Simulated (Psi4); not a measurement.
C4H6F2, singlet, geometry from GFN2-xTB.

Input for Psi4:
```
memory 2 GB

molecule mol {
0 1
  C     2.186171    0.730603    0.284042
  C     0.942991    0.964126   -0.577771
  C    -0.127697   -0.022331   -0.242906
  F     0.139939   -1.279525   -0.650888
  C    -1.244619    0.248420    0.414915
  F    -2.171129   -0.675054    0.710826
  H     1.951592    0.876646    1.335621
  H     2.553871   -0.283417    0.148140
  H     2.972340    1.425484    0.001672
  H     0.561068    1.973229   -0.427537
  H     1.207299    0.840051   -1.630426
  H    -1.506534    1.234314    0.763399
}

set basis def2-sv(p)
set reference rks

energy('cam-b3lyp')
print_variables()
```

Problem. What does this run give for the dipole moment, total energy, number of basis functions, nuclear repulsion energy?

Solution. 
The dipole moment is 2.67 D and the total energy comes out as -355.2641 Eh. The number of basis functions is 96 and the nuclear repulsion energy is 237.2164 Eh.
